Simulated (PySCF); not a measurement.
C7H6NS (doublet state).
SMILES with atom numbers: `[CH2:1][c:2]1[cH:3][s:4][c:5]([C:6]#[C:7][CH3:8])[n:9]1` (hydrogens: H10, H11 on C1; H12 on C3; H13, H14, H15 on C8)

Structure used (GFN2-xTB), in Å, numbered top down from 1:
```
atom  x, y, z in Å
C1    -3.362    0.967    0.337
C2    -2.268    0.141    0.299
C3    -2.290   -1.269    0.377
S4    -0.730   -1.939    0.296
C5    -0.094   -0.258    0.157
C6     1.283   -0.065    0.043
C7     2.479    0.052   -0.054
C8     3.903    0.224   -0.172
N9    -0.993    0.641    0.176
H10   -4.352    0.565    0.434
H11   -3.237    2.031    0.270
H12   -3.154   -1.893    0.476
H13    4.280    0.780    0.687
H14    4.136    0.780   -1.080
H15    4.394   -0.747   -0.211
```

The hyperfine couplings belong to this conformer and change with its torsions.

Computed, not measured: UKS B3LYP, pcH-1 on C H N S, non-relativistic, mean-field spin-orbit, GIAO in PySCF. Isolated species at its GFN2-xTB geometry (one conformer only). GFN2-xTB frequencies show an imaginary mode (25i cm⁻¹), so this geometry is no minimum at that level. Couplings are sensitive to structure, and on GFN2-xTB geometries they can be far from those on DFT ones. No stability test was run, so a lower SCF solution isn't excluded. ⟨S²⟩ is 0.777 where a pure state has 0.75.

Problem. The isotropic 13C couplings are +56.9, +45.9, -45.8, -10.0, +3.5, -1.6, +0.7 MHz. Assign them to C1; C2; C3; C5; C6; C7; C8.

Solution. 
| site | a_iso (MHz) | ρ(0) (bohr⁻³) | position | distance from C1 (Å) | spin population | largest \|T\| (MHz) |
| --- | --- | --- | --- | --- | --- | --- |
| C1 | +56.9 | +0.0507 | largest spin population | 0.00 | +0.74 | 111.1 |
| C2 | -45.8 | -0.0407 | 1 bond from C1 | 1.37 | -0.20 | 23.0 |
| C3 | +45.9 | +0.0407 | a main spin site | 2.48 | +0.46 | 79.3 |
| C5 | -10.0 | -0.0088 | 2 bonds from C3 | 3.49 | -0.05 | 9.9 |
| C6 | +3.5 | +0.0031 | 3 bonds from C3 | 4.77 | +0.01 | 1.0 |
| C7 | -1.6 | -0.0014 | 4 bonds from C3 | 5.92 | -0.02 | 2.9 |
| C8 | +0.7 | +0.0006 | 5 bonds from C3 | 7.32 | 0.00 | 0.1 |

ρ(0) is the spin density at the nucleus and T the dipolar tensor; a_iso includes a spin–orbit part; entries for several nuclei are means. The largest Mulliken spin populations are on C1 (+0.74), C3 (+0.46), C2 (-0.20) and S4 (+0.08). The positive populations add up to 1.36 and the negative ones to -0.36, together 2S = 1. The angles at C1 add up to 360.0°, so it is planar; its axial dipolar tensor and the negative couplings of its protons fit spin in a p orbital normal to that plane. Main spin sites, with 60 % or more of the largest population: C1, C3; positions count bonds from the nearest.

Class means assume fast exchange of nuclei equivalent by connectivity; if that motion is slow, each nucleus keeps its own coupling. H10 and H11 aren't averaged: C1 is flat or nearly so (angle sum 360°), and its turn about the short C1–C2 bond (1.37 Å) is taken as slow.
